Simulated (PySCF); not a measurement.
Computed shifts of a molecule C₅H₆Se, PBE0/pcSseg-1 (PySCF), GIAO, gas phase, equivalent atoms averaged, in ppm (number of nuclei): ¹³C: 218.7 (1), 109.8 (1), 91.3 (1), 41.4 (1), 23.3 (1). ¹H: 5.58 (2), 3.92 (2), 3.15 (2). References: ¹³C against TMS (σ = 186.3 ppm); ⁷⁷Se against Me2Se (σ = 1740.1 ppm); ¹H against TMS (σ = 31.56 ppm), references at their B3LYP-D3(BJ)/def2-TZVP geometries, non-relativistic. Geometry: B3LYP-D3(BJ)/def2-SVP. Other conformers were not sampled.

### Question
Which molecule gave these data?
A. Cc1cc[se]c1
B. C#C[C@H]1CC[Se]1
C. C=C=C[Se]C=C
D. C=C=C1CC[Se]1

### Answer
D, C=C=C1CC[Se]1
